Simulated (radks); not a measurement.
The numbers below are computed, except where a source is named.
Problem. The mean radii <r> (bohr) of the occupied orbitals of an atom or ion are listed with their occupations. Code: a radial shooting solver on a logarithmic mesh with Libxc functionals. Model: scalar-relativistic Kohn-Sham, SOGGA, spin-unpolarised, spherical densities, finite nucleus; Fermi nuclear charge, rms radius of each element as measured or else 0.836 A^(1/3) + 0.57 fm.

| orbital | occ. | <r> |
|---|---|---|
| 1s | 2 | 0.05217 |
| 2s | 2 | 0.2354 |
| 2p | 6 | 0.2065 |
| 3s | 2 | 0.6997 |
| 3p | 6 | 0.7262 |
| 3d | 7 | 0.8047 |

Name the element and its charge.

Solution. Z = 29, copper, charge +4: Cu4+ in [Ar] 3d7. The 1s radius gives Z: for a bare nucleus <r> = (2 gamma + 1)/(2Z) with gamma = sqrt(1 - (Z/c)^2), 0.05094 bohr for Z = 29, and screening makes it slightly larger (0.05217 here). The occupations add up to 25, and the charge is Z minus that.
